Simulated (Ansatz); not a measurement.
A geometry relaxed with Ansatz (a quantum-chemistry and plane-wave program) with B3LYP-D3(BJ)/def2-TZVP, charge 0, multiplicity 1:

```xyz
5

Cl     1.8414    -0.9299    -0.3830
Cl    -0.2231     0.5013     2.0251
Ge    -0.0001     0.1239    -0.0737
H     -0.0014     1.4352    -0.8542
Cl    -1.6168    -1.1305    -0.7142
```

Task: Write the SMILES of this molecule.

Result: `[Cl][GeH]([Cl])[Cl]`
